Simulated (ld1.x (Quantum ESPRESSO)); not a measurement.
# Nb: excitation energies, all-electron against TM

| Quantity | Value |
| --- | --- |
| Element | Nb |
| Generator | ld1.x (Quantum ESPRESSO) 7.5 |
| Type | norm-conserving Troullier–Martins (Kleinman–Bylander form) |
| Functional | PBE |
| Relativity | scalar-relativistic |
| Frozen core | [Ar] 3d10 |
| Valence charge | 13 |
| Reference configuration | 4s2 4p6 4d4 5s0 5p1 |
| Partial waves | 4p (bound): rc 1.60 bohr; 4d (bound): rc 1.80 bohr; 4s (bound): rc 1.40 bohr |
| Local potential | the s channel |
| Core correction | a·sin(br)/r model core inside 0.70 bohr |

Occupied shells without a wave of their own: 5p. They enter only through the test configuration that unscreens the potential, and ld1.x also counts them in the model core charge.

Energies are relative to the spin-unpolarised reference configuration 4s2 4p6 4d4 5s0 5p1; without spin polarisation the order of configurations can differ from experiment. The frozen-core shift is the all-electron ΔE with the core orbitals held at their reference shape minus the fully relaxed ΔE.

ld1.x takes every shell without a wave as core, so the model core holds the 5p electrons as well and exchange and correlation see them twice. This cancels in the reference configuration, but the file is broken for other ones, and its errors say nothing about a proper core correction.

```json
{"valence configuration": "4s2 4p6 4d4 5s1 5p0", "charge": "0", "ΔE all-electron (eV)": "-2.952", "error AE − PS (meV)": "+86", "frozen-core shift (meV)": "-0.5"}
{"valence configuration": "4s2 4p6 4d4 5s0 5p0", "charge": "+1", "ΔE all-electron (eV)": "3.685", "error AE − PS (meV)": "-192", "frozen-core shift (meV)": "+1.0"}
{"valence configuration": "4s2 4p6 4d3 5s0 5p0", "charge": "+2", "ΔE all-electron (eV)": "17.726", "error AE − PS (meV)": "-366", "frozen-core shift (meV)": "-0.5"}
{"valence configuration": "4s2 4p6 4d5 5s0 5p0", "charge": "0", "ΔE all-electron (eV)": "-1.682", "error AE − PS (meV)": "-42", "frozen-core shift (meV)": "+1.7"}
{"valence configuration": "4s2 4p6 4d2 5s0 5p0", "charge": "+3", "ΔE all-electron (eV)": "42.450", "error AE − PS (meV)": "-521", "frozen-core shift (meV)": "-1.0"}
{"valence configuration": "4s2 4p6 4d3 5s2 5p0", "charge": "0", "ΔE all-electron (eV)": "-3.468", "error AE − PS (meV)": "+256", "frozen-core shift (meV)": "-3.2"}
{"valence configuration": "4s2 4p6 4d3 5s1 5p1", "charge": "0", "ΔE all-electron (eV)": "-0.161", "error AE − PS (meV)": "+172", "frozen-core shift (meV)": "-2.8"}
```

Levels in the configuration 4s2 4p6 4d3 5s1 5p1:

```tsv
level	all-electron (eV)	pseudo (eV)
4s	-62.132	-61.958
4p	-38.118	-37.970
4d	-5.795	-5.700
5s	-5.466	-5.568
5p	-2.076	-2.076
```

A variational frozen-core shift is positive and of second order in the change. This column holds negative values, so the frozen-core run of ld1.x carries numerical noise or an error of first order here, and the column gives no more than the rough size of the effect.
